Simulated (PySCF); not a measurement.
Record of a relaxation.

Compound: C₄H₄F₄S.
SMILES with atom numbers: `[CH3:1][S:2]/[C:3](=[CH:4]\[F:5])[C:6]([F:7])([F:8])[F:9]` (hydrogens: H10, H11, H12 on C1; H13 on C4)

Method: PBE0-D3(BJ)/def2-SVP geometry optimisation, gas phase (PySCF 2.14.0); density fitting, grid level 1; the optimiser is geomeTRIC in internal coordinates, started from a GFN2-xTB structure. 8 of its 23 geometries are shown. The frame can shift and turn from step to step; on so coarse a grid that alone can change the energy by a few meV, and forces under 0.02 eV/Å are noise.

Step 0: E = -25881.8370 eV, largest atomic force 0.935 eV/Å
```
atom  x, y, z in Å  |  force x, y, z in eV/Å
C1      2.230    0.099   -0.459   -0.669  -0.194  -0.155
S2      0.676   -0.518   -1.166    0.245   0.092   0.022
C3     -0.536   -0.046    0.012    0.009  -0.201  -0.385
C4     -0.444    0.652    1.145    0.532   0.260   0.194
F5      0.691    1.174    1.620   -0.254  -0.188  -0.214
C6     -1.891   -0.573   -0.381   -0.883  -0.308  -0.002
F7     -1.936   -1.912   -0.352    0.240   0.222  -0.020
F8     -2.871   -0.148    0.430    0.295   0.115   0.089
F9     -2.242   -0.205   -1.619    0.321   0.018   0.158
H10     2.202    1.180   -0.383    0.094   0.407   0.065
H11     3.001   -0.207   -1.159    0.292  -0.138  -0.303
H12     2.404   -0.357    0.509    0.169  -0.122   0.374
H13    -1.287    0.862    1.786   -0.389   0.036   0.177
```

Step 3: E = -25881.8878 eV, largest atomic force 0.194 eV/Å
```
atom  x, y, z in Å  |  force x, y, z in eV/Å
C1      2.194    0.079   -0.561   -0.017  -0.042   0.005
S2      0.589   -0.331   -1.275    0.050   0.125  -0.031
C3     -0.562    0.025    0.001   -0.063  -0.092  -0.014
C4     -0.448    0.799    1.086    0.139   0.005  -0.024
F5      0.648    1.491    1.373   -0.043  -0.013  -0.002
C6     -1.875   -0.679   -0.222   -0.172  -0.089   0.003
F7     -1.745   -2.005   -0.169    0.046   0.044   0.026
F8     -2.795   -0.334    0.683    0.033   0.042   0.065
F9     -2.373   -0.380   -1.425    0.042  -0.002  -0.043
H10     2.299    1.152   -0.364   -0.006   0.018   0.004
H11     2.914   -0.222   -1.333    0.037  -0.009  -0.010
H12     2.388   -0.497    0.353   -0.017  -0.009   0.025
H13    -1.237    0.906    1.831   -0.028   0.021  -0.003
```

Step 6: E = -25881.9217 eV, largest atomic force 0.344 eV/Å
```
atom  x, y, z in Å  |  force x, y, z in eV/Å
C1      2.119   -0.109   -0.565    0.014  -0.002   0.077
S2      0.557    0.227   -1.414   -0.066   0.008   0.060
C3     -0.578    0.239   -0.062    0.065   0.145   0.051
C4     -0.488    1.003    1.035   -0.260   0.082   0.089
F5      0.473    1.879    1.264    0.145  -0.173  -0.260
C6     -1.761   -0.689   -0.185    0.072   0.141  -0.099
F7     -1.397   -1.963   -0.065    0.065  -0.153   0.025
F8     -2.683   -0.444    0.754   -0.041  -0.025   0.012
F9     -2.351   -0.559   -1.376    0.019   0.046   0.067
H10     2.421    0.732    0.074   -0.005  -0.009  -0.017
H11     2.871   -0.254   -1.356   -0.053   0.018   0.032
H12     2.038   -1.029    0.030    0.023  -0.005  -0.014
H13    -1.224    0.972    1.843    0.022  -0.072  -0.023
```

Step 9: E = -25881.9406 eV, largest atomic force 0.059 eV/Å
```
atom  x, y, z in Å  |  force x, y, z in eV/Å
C1      2.093   -0.125   -0.544   -0.006   0.000   0.004
S2      0.548    0.240   -1.415    0.019  -0.001  -0.006
C3     -0.594    0.260   -0.074   -0.005  -0.007   0.016
C4     -0.478    1.028    1.014   -0.037   0.044  -0.013
F5      0.521    1.875    1.177    0.012  -0.023  -0.018
C6     -1.758   -0.685   -0.184    0.017  -0.033   0.015
F7     -1.357   -1.955   -0.100    0.007  -0.004  -0.008
F8     -2.657   -0.485    0.787   -0.001   0.008   0.007
F9     -2.386   -0.544   -1.351   -0.008   0.030   0.006
H10     2.390    0.702    0.113   -0.002  -0.001   0.001
H11     2.853   -0.258   -1.327    0.003   0.002  -0.005
H12     1.999   -1.058    0.029   -0.004  -0.007  -0.004
H13    -1.178    1.010    1.853    0.004  -0.007   0.005
```

Step 13: E = -25881.9456 eV, largest atomic force 0.051 eV/Å
```
atom  x, y, z in Å  |  force x, y, z in eV/Å
C1      2.015   -0.302   -0.610    0.004   0.013  -0.013
S2      0.556    0.422   -1.407    0.005  -0.027   0.020
C3     -0.575    0.370   -0.052    0.009   0.025  -0.022
C4     -0.482    1.184    1.003   -0.001  -0.018   0.035
F5      0.482    2.072    1.123   -0.006   0.013  -0.018
C6     -1.679   -0.645   -0.114   -0.022   0.045  -0.011
F7     -1.193   -1.887   -0.141    0.014  -0.019   0.006
F8     -2.493   -0.558    0.948   -0.007   0.002  -0.010
F9     -2.423   -0.485   -1.207    0.004  -0.014   0.021
H10     2.365    0.334    0.216    0.003  -0.013  -0.008
H11     2.796   -0.348   -1.382    0.000  -0.006  -0.005
H12     1.797   -1.317   -0.254   -0.003  -0.003   0.004
H13    -1.168    1.165    1.854    0.001   0.002   0.001
```

Step 16: E = -25881.9548 eV, largest atomic force 0.123 eV/Å
```
atom  x, y, z in Å  |  force x, y, z in eV/Å
C1      1.818   -0.736   -0.880    0.013   0.002   0.092
S2      0.664    0.607   -1.269    0.061   0.073  -0.077
C3     -0.431    0.561    0.108   -0.063  -0.052  -0.026
C4     -0.408    1.480    1.080   -0.096  -0.038  -0.028
F5      0.486    2.437    1.147    0.057  -0.024  -0.018
C6     -1.532   -0.464    0.096   -0.004  -0.032  -0.037
F7     -1.042   -1.710    0.052    0.019   0.048   0.010
F8     -2.301   -0.382    1.189   -0.026   0.010   0.032
F9     -2.325   -0.319   -0.965    0.053   0.011   0.067
H10     2.314   -0.553    0.083    0.015   0.000   0.004
H11     2.574   -0.715   -1.678   -0.010  -0.004  -0.017
H12     1.325   -1.716   -0.871   -0.044  -0.005  -0.020
H13    -1.146    1.513    1.887    0.024   0.013   0.018
```

Step 19: E = -25881.9588 eV, largest atomic force 0.062 eV/Å
```
atom  x, y, z in Å  |  force x, y, z in eV/Å
C1      1.783   -0.773   -0.886   -0.002  -0.008  -0.012
S2      0.692    0.626   -1.264    0.000   0.002  -0.005
C3     -0.419    0.581    0.101   -0.038   0.032   0.037
C4     -0.386    1.499    1.074    0.039   0.015  -0.017
F5      0.528    2.439    1.136   -0.018  -0.022   0.000
C6     -1.520   -0.442    0.105    0.032   0.016  -0.001
F7     -1.026   -1.686    0.081   -0.013  -0.025   0.008
F8     -2.289   -0.343    1.198    0.001  -0.001  -0.008
F9     -2.311   -0.315   -0.957   -0.015   0.001  -0.011
H10     2.276   -0.633    0.086    0.000   0.003  -0.002
H11     2.544   -0.771   -1.679    0.005  -0.013   0.004
H12     1.238   -1.725   -0.906    0.010  -0.001   0.004
H13    -1.114    1.546    1.888   -0.002   0.000   0.002
```

Step 22: E = -25881.9596 eV, largest atomic force under 0.02 eV/Å
```
atom  x, y, z in Å  |  force x, y, z in eV/Å
C1      1.765   -0.811   -0.884   -0.003   0.000   0.003
S2      0.682    0.586   -1.291   -0.006  -0.003   0.007
C3     -0.415    0.589    0.090    0.014  -0.008  -0.006
C4     -0.344    1.515    1.053    0.001   0.002   0.003
F5      0.593    2.432    1.092    0.001   0.006   0.003
C6     -1.534   -0.411    0.120    0.001  -0.008   0.004
F7     -1.067   -1.667    0.118    0.001   0.010  -0.003
F8     -2.293   -0.276    1.216    0.003   0.002  -0.002
F9     -2.331   -0.289   -0.938   -0.008   0.001  -0.010
H10     2.283   -0.640    0.069    0.001  -0.001   0.001
H11     2.508   -0.853   -1.693   -0.002  -0.001   0.000
H12     1.209   -1.757   -0.854   -0.002  -0.001   0.004
H13    -1.058    1.585    1.878   -0.001   0.001  -0.002
```

Problem. Summarise the path.

Solution. The energy falls by 0.1226 eV from step 0 to step 22; nine tenths of that is first reached at step 15. It rises by more than 0.2 meV at step 17. The largest force goes from 0.935 to under 0.02 eV/Å. Among the bonds C4–F5 changes most, from 1.336 to 1.312 Å; the atoms move by 1.033 Å rms after alignment.

Problem. Follow the three bonds and two angles with the largest change from start to end.

Solution. 
```
step  E above end (eV)  largest force (eV/Å)  C4–F5 (Å)  C1–H10 (Å)  C1–H11 (Å)  S2–C3–C4 (°)  S2–C3–C6 (°)
   0            0.1226                 0.935      1.336       1.084       1.086         131.5         110.6
   1            0.0872                 0.481      1.326       1.097       1.100         130.6         112.6
   2            0.0797                 0.163      1.327       1.096       1.099         130.4         112.0
   3            0.0718                 0.194      1.327       1.095       1.098         130.6         111.7
   4            0.0527                 0.556      1.327       1.094       1.097         127.9         112.7
   5            0.0398                 0.344      1.325       1.095       1.098         127.4         113.6
   6            0.0379                 0.344      1.320       1.099       1.101         126.0         115.9
   7            0.0261                 0.237      1.318       1.098       1.100         123.8         117.0
   8            0.0218                 0.107      1.320       1.098       1.098         124.3         116.2
   9            0.0190                 0.059      1.320       1.098       1.099         124.7         116.0
  10            0.0176                 0.048      1.319       1.098       1.099         124.4         116.3
  11            0.0151                 0.058      1.318       1.098       1.099         123.5         116.9
  12            0.0144                 0.034      1.317       1.098       1.099         123.2         117.1
  13            0.0141                 0.051      1.316       1.099       1.099         122.9         117.3
  14            0.0138                 0.156      1.311       1.100       1.099         122.0         118.1
  15            0.0084                 0.191      1.310       1.100       1.099         122.1         118.1
  16            0.0049                 0.123      1.311       1.098       1.099         122.7         117.8
  17            0.0089                 0.235      1.309       1.099       1.099         121.6         118.8
  18            0.0020                 0.041      1.311       1.099       1.099         121.8         119.0
  19            0.0008                 0.062      1.313       1.099       1.099         122.0         118.8
  20            0.0007                 0.070      1.313       1.098       1.099         122.3         118.5
  21            0.0002                 0.035      1.312       1.098       1.099         122.2         118.6
  22            0.0000            under 0.02      1.312       1.099       1.099         122.1         118.6
```

The cost below is that of the whole optimisation. The run took about 10 min of CPU time (one thread, shared machine).
